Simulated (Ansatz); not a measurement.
These are frozen-core CCSD(T)/def2-TZVPP // PBE0-D4/def2-SVP in Ansatz (a quantum-chemistry and plane-wave program) values and carry that method's errors.

Ansatz 0.2 input:
```yaml
crystal:
  periodic: [false, false, false]
  atoms:
    - { symbol: In, position_ang: [0.041919, -0.208194, 0.078021] }
    - { symbol: H, position_ang: [-0.256226, 0.401264, 1.69226] }
    - { symbol: H, position_ang: [-1.121294, -1.295323, -0.619055] }
    - { symbol: H, position_ang: [1.660358, -0.115897, -0.549315] }
    - { symbol: C, position_ang: [0.076518, 3.311633, -0.109202] }
    - { symbol: S, position_ang: [-0.914553, 2.12102, -1.034931] }
    - { symbol: C, position_ang: [-2.484614, 2.240579, -0.153394] }
    - { symbol: H, position_ang: [0.11336, 3.038808, 0.955501] }
    - { symbol: H, position_ang: [-0.332854, 4.323808, -0.237142] }
    - { symbol: H, position_ang: [1.091623, 3.275426, -0.527215] }
    - { symbol: H, position_ang: [-2.347476, 2.008955, 0.912857] }
    - { symbol: H, position_ang: [-3.159253, 1.498278, -0.600975] }
    - { symbol: H, position_ang: [-2.913603, 3.244593, -0.281313] }
basis:
  gaussian: { orbitals: def2-TZVPP }
correlation:
  method: ccsd_t
```

Output:

```
Functional definition: HF
1778 factors; integrals over basis functions are off by at most 1.1e-3 eV
mean field evaluation 1: about -18167.4648 eV, gradient 2.5e1 eV
mean field evaluation 2: about -18167.6392 eV, gradient 2.5e1 eV
mean field evaluation 4: about -18169.7513 eV, gradient 3.3e0 eV
mean field evaluation 8: about -18169.7883 eV, gradient 1.5e-1 eV
mean field evaluation 16: about -18169.3519 eV, gradient 8.5e0 eV
mean field -18169.78843035 eV, -667.7274088905 hartree, gradient 2.9e-6 eV, S^2 0.000000; 0 other end points of the search recorded, 0 dependent functions left out
11 core orbitals not correlated
reference -18169.78843035 eV, -667.7274088905 hartree; 18, 18 occupied and 251, 251 virtual orbitals, 1778 factors
second order -23.29334422 eV of doubles, -0.00000000 eV of singles
cycle   1  -23.97303914 eV  change   -6.8e-1 eV  update   1.1e-1
cycle   2  -24.63982439 eV  change   -6.7e-1 eV  update   3.2e-2
cycle   3  -24.73066663 eV  change   -9.1e-2 eV  update   1.4e-2
cycle   4  -24.72234937 eV  change    8.3e-3 eV  update   3.4e-3
cycle   5  -24.72135015 eV  change    1.0e-3 eV  update   1.2e-3
cycle   6  -24.72125453 eV  change    9.6e-5 eV  update   3.4e-4
cycle   7  -24.72112077 eV  change    1.3e-4 eV  update   1.2e-4
cycle   8  -24.72112724 eV  change   -6.5e-6 eV  update   4.0e-5
perturbative correction -0.89794494 eV, -0.0329988679 hartree
Total energy: -18195.40750253 eV, -668.6688924278 hartree
```

Cost: roughly 20 core-minutes.
